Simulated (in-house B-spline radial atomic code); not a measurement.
Zn4+: [Ar] 3d(3 up, 5 down)

Method: non-relativistic SCAN, spin-polarised, spherical fractional occupations, point nucleus. Calculated with a radial B-spline atomic code at the basis-set limit.

Effective charges: Z_r = [3n² - l(l+1)]/(2<r>) from the radius, Z_e = n√(-2ε) from the energy, and Slater's rules. Values are occupation-weighted means over spin.

```tsv
shell	electrons	ε (eV)	<r> (bohr)	Z_r	Z_e	Slater
1s	2	-9501	0.05112	29.34	26.43	29.70
2s	2	-1211.9	0.2294	26.15	18.88	25.85
2p	6	-1074.1	0.1997	25.04	17.77	25.85
3s	2	-194.91	0.6809	19.83	11.35	18.75
3p	6	-150.08	0.7006	17.84	9.96	18.75
3d	8	-74.392	0.7674	13.68	7.01	9.55
```

The least bound orbital is 3d up at -72.24 eV, and it is also the most diffuse (<r> = 0.7751 bohr).
